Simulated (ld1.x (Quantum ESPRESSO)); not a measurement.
carbon (C): one change to an ultrasoft potential, before and after

```json
{
 "Element": "carbon (C)",
 "Generator": "ld1.x (Quantum ESPRESSO) 7.5",
 "Type": "ultrasoft",
 "Functional": "PBE",
 "Relativity": "non-relativistic",
 "Frozen core": "[He]",
 "Valence charge": "4",
 "Reference configuration": "2s2 2p1 (charge +1)",
 "Partial waves": "2s (bound): rcut 1.25, rcutus 1.35 bohr; 2s channel at 1.65 Ry: rcut 1.25, rcutus 1.35 bohr; 2p (bound): rcut 1.25, rcutus 1.45 bohr; 2p channel at 0.05 Ry: rcut 1.25, rcutus 1.45 bohr; 3d channel at 0.3 Ry: rcut 1.05, rcutus 1.30 bohr; 3d channel at 2.25 Ry: rcut 1.05, rcutus 1.30 bohr",
 "Local potential": "all-electron potential smoothed inside 1.15 bohr (lloc = -2)",
 "Core correction": "none",
 "Augmentation charge": "PSQ, inside the norm-conserving radii"
}
```

All-electron outer shells of the reference configuration (PBE, non-relativistic, ld1.x):

```json
{"shell": "2s", "level (eV)": "-25.74", "outermost node (bohr)": "0.38", "outermost maximum (bohr)": "1.17"}
{"shell": "2p", "level (eV)": "-17.01", "outermost node (bohr)": "–", "outermost maximum (bohr)": "1.11"}
```

Change: waves 2p (bound): rcut 1.25, rcutus 1.82 bohr; 2p channel at 0.05 Ry: rcut 1.25, rcutus 1.82 bohr.

Cutoffs: the cutoffs (Ry, on a coarse ladder) from which the occupation-weighted sum of valence levels, in a spherical-Bessel basis at the reference potential, stays within 10 and 1 mRy of its value at 400 Ry; they do not see the model core or the augmentation charge, which bear on the density cutoff. Errors are all-electron minus pseudo energies relative to the spin-unpolarised reference configuration.

What does the change do?

The potential gets softer (25 Ry and 35 Ry → 18 Ry and 25 Ry); of the 7 tests that both files solve, the error grows in 7 and shrinks in 0 by more than 15 % and 0.3 meV (median size 5.2 → 10.7 meV); neither file shows a bound ghost. A larger radius leaves more room for a smooth pseudo-wave, so fewer plane waves are needed. More of the atom is replaced by a form fitted at one configuration, so other configurations suffer.

| quantity | base | changed |
| --- | --- | --- |
| cutoff, loose | 25 Ry | 18 Ry |
| cutoff, tight | 35 Ry | 25 Ry |
| loose cutoff by channel (10 mRy a level) | s 8 Ry, p 25 Ry | s 8 Ry, p 18 Ry |
| bound ghosts | none | none |
| error for 2s2 2p2, meV [ΔE -10.87 eV] | +4.1 | +8.7 |
| error for 2s2 2p0, meV [ΔE 24.16 eV] | +46 | +57 |
| error for 2s1 2p0, meV [ΔE 72.33 eV] | +153 | +185 |
| error for 2s2 2p2.3, meV [ΔE -12.02 eV] | +4.8 | +11 |
| error for 2s1 2p3, meV [ΔE -2.40 eV] | +17 | +29 |
| error for 2s2 2p1.5, meV [ΔE -6.90 eV] | +1.9 | +3.5 |
| error for 2s1 2p2, meV [ΔE 8.74 eV] | +5.2 | +7.5 |
| lowest overlap eigenvalue by channel | s 0.56, p 0.97, d 0.97 | s 0.56, p 1.00, d 0.97 |
